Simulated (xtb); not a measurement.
C5H11Si, doublet, geometry from GFN2-xTB; GFN0-xTB in xtb 6.7.1.

The xtb input:
```
$ xtb coord --gfn 0 --uhf 1 --json

# file coord
$coord
      3.9076931081       3.3034869869      -0.7634653414  c
      1.7904184845       2.2255545888      -0.1969894921  c
     -0.4963868711      -0.3774348855       0.1065996586  si
     -1.3401749459      -0.7084235910       3.5933175141  c
     -3.4114371005       0.4829385974      -1.8277969271  c
      0.8089879556      -3.5424219739      -1.0892560906  c
      4.2403974581       5.3052116043      -0.4659521705  h
      5.5217377464       2.3162834770      -1.5762274203  h
     -2.7060371091      -2.2110215555       3.8926215785  h
     -2.1530258797       1.0249971632       4.3288830146  h
      0.3172958256      -1.1428119684       4.7214555134  h
     -4.2527140883       2.2324594780      -1.1659622283  h
     -2.9412345580       0.7323625092      -3.8090470800  h
     -4.8461223899      -0.9801235188      -1.7096305951  h
      2.4846808459      -4.0908153741      -0.0402957640  h
     -0.5739989813      -5.0465455522      -0.8919732186  h
      1.3255126554      -3.4227154206      -3.0711248831  h
$end
```

### Question
Write the output that xtb gives for this input, abridged.

### Answer

```
   ID    Z sym.   atoms
    1    6 c      1, 2, 4-6
    2   14 si     3
    3    1 h      7-17

           -------------------------------------------------
          |                Calculation Setup                |
           -------------------------------------------------

           -------------------------------------------------
          |                 G F N 0 - x T B                 |
           -------------------------------------------------

          ...................................................
          :                      SETUP                      :
          :.................................................:
          :  # basis functions                  52          :
          :  # atomic orbitals                  51          :
          :  # shells                           35          :
          :  # electrons                        35          :
          :  electronic temp.          300.0000000     K    :
          :  accuracy                    1.0000000          :
          :  -> integral cutoff          0.2500000E+02      :
          :  -> integral neglect         0.1000000E-07      :
          ...................................................

         :::::::::::::::::::::::::::::::::::::::::::::::::::::
         ::                     SUMMARY                     ::
         :::::::::::::::::::::::::::::::::::::::::::::::::::::
         :: total energy             -18.376512961500 Eh    ::
         :: gradient norm              0.025474428871 Eh/a0 ::
         :: HOMO-LUMO gap              2.575582936829 eV    ::
         ::.................................................::
         :: H0 energy                -18.607273547034 Eh    ::
         :: repulsion energy           0.327938958399 Eh    ::
         :: electrostat energy        -0.092043839716 Eh    ::
         :: -> Gsolv                   0.000000000000 Eh    ::
         ::    -> Gsasa                0.000000000000 Eh    ::
         ::    -> Gshift               0.000000000000 Eh    ::
         :: dispersion energy         -0.005134533149 Eh    ::
         :: short-range corr.          0.000000000000 Eh    ::
         :: add. restraining           0.000000000000 Eh    ::
         :: total charge               0.000000000000 e     ::
         :::::::::::::::::::::::::::::::::::::::::::::::::::::

           -------------------------------------------------
          |                Property Printout                |
[...]
    12   1 h        0.925     0.181     1.202     1.715
    13   1 h        0.925     0.180     1.205     1.716
    14   1 h        0.925     0.171     1.256     1.753
    15   1 h        0.925     0.178     1.218     1.726
    16   1 h        0.925     0.172     1.251     1.749
    17   1 h        0.925     0.178     1.218     1.726

 Mol. C6AA /au·bohr⁶  :       3107.379864
 Mol. C8AA /au·bohr⁸  :      96855.779385
 Mol. α(0) /au        :         89.608878

Wiberg/Mayer (AO) data.
largest (>0.10) Wiberg bond orders for each atom

 ---------------------------------------------------------------------------
     #   Z sym  total        # sym  WBO       # sym  WBO       # sym  WBO
 ---------------------------------------------------------------------------
     1   6 c    3.991 --     2 c    2.051     7 h    0.934     8 h    0.923
     2   6 c    3.256 --     1 c    2.051     3 si   1.030
     3  14 si   4.231 --     2 c    1.030     4 c    0.964     5 c    0.964
                             6 c    0.948
     4   6 c    3.903 --     3 si   0.964     9 h    0.958    10 h    0.958
                            11 h    0.958
     5   6 c    3.903 --     3 si   0.964    14 h    0.958    12 h    0.958
                            13 h    0.958
     6   6 c    3.908 --    16 h    0.959    15 h    0.959    17 h    0.959
                             3 si   0.948
     7   1 h    0.996 --     1 c    0.934
     8   1 h    0.988 --     1 c    0.923
     9   1 h    0.984 --     4 c    0.958
    10   1 h    0.984 --     4 c    0.958
    11   1 h    0.984 --     4 c    0.958
    12   1 h    0.984 --     5 c    0.958
    13   1 h    0.983 --     5 c    0.958
    14   1 h    0.984 --     5 c    0.958
    15   1 h    0.985 --     6 c    0.959
    16   1 h    0.984 --     6 c    0.959
    17   1 h    0.985 --     6 c    0.959
 ---------------------------------------------------------------------------

Topologies differ in total number of bonds
Writing topology from bond orders to xtbtopo.mol

 dipole moment from electron density (au)
     X       Y       Z
   0.2774  -0.0861  -0.1222  total (Debye):    0.801

           -------------------------------------------------
          | TOTAL ENERGY              -18.376512961500 Eh   |
          | GRADIENT NORM               0.025474428871 Eh/α |
          | HOMO-LUMO GAP               2.575582936829 eV   |
           -------------------------------------------------

normal termination of xtb
```
